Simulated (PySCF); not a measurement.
Mapped SMILES: `[CH2:1]=[CH:2]/[CH:3]=[CH:4]/[BH:5][PH2:6]`; H(Xn) means a hydrogen on atom n. Ha(C1) is cis to C3; Hb(C1) is trans to C3.

Geometry: PBE0-D3(BJ)/def2-SVP; GIAO shifts from PySCF, gas phase, non-relativistic, averaged over equivalent atoms.

At PBE/pcSseg-1 (149 basis functions, 20 s wall time on 1 thread of an Arm Neoverse V1, shared host):
```json
{"atoms": "C3", "δ (ppm)": "159.2"}
{"atoms": "C2", "δ (ppm)": "147.1"}
{"atoms": "C4", "δ (ppm)": "145.0"}
{"atoms": "C1", "δ (ppm)": "133.9"}
{"atoms": "B5", "δ (ppm)": "75.6"}
{"atoms": "P6", "δ (ppm)": "-176.9"}
{"atoms": "H(B5)", "δ (ppm)": "7.78"}
{"atoms": "H(C4)", "δ (ppm)": "7.04"}
{"atoms": "H(C3)", "δ (ppm)": "7.02"}
{"atoms": "H(C2)", "δ (ppm)": "6.62"}
{"atoms": "Ha(C1)", "δ (ppm)": "5.84"}
{"atoms": "Hb(C1)", "δ (ppm)": "5.82"}
{"atoms": "H(P6)", "δ (ppm)": "3.33"}
```

Shifts are taken against calculated references (same method and geometry level): TMS for 13C (σ = 180.03 ppm), 1H (σ = 31.20 ppm); 11B (σ = 94.77 ppm) against BF3·OEt2; H3PO4 for 31P (σ = 295.64 ppm).

Problem. Predict the values at PBE0/IGLO-III on the same geometry.

Solution. 
```csv
atoms,δ at PBE0/IGLO-III,change
C3,166.2,+7.0
C2,150.8,+3.7
C4,146.4,+1.4
C1,137.0,+3.1
B5,81.2,+5.6
P6,-188.3,-11.4
H(B5),7.89,+0.11
H(C4),7.02,-0.02
H(C3),7.47,+0.45
H(C2),6.88,+0.26
Ha(C1),5.89,+0.05
Hb(C1),5.82,+0.00
H(P6),3.30,-0.03
```

δ = σ(ref) − σ, references computed at the same level: TMS for 13C (183.78 ppm), 1H (31.37 ppm); 11B (99.94 ppm) vs BF3·OEt2; 31P (306.76 ppm) against H3PO4.

The largest change is at P6 (phosphorus bonded to B, 2 H). Cost: 299 basis functions, 41 s wall time on 1 thread of an Arm Neoverse V1, shared host. The order of the carbon signals is the same at both levels.

A carbon bonded to boron is broadened by the quadrupolar boron nucleus and is often missing from a measured spectrum. Experimental scales use liquid or dissolved standards, which lie at an offset from isolated H3PO4.
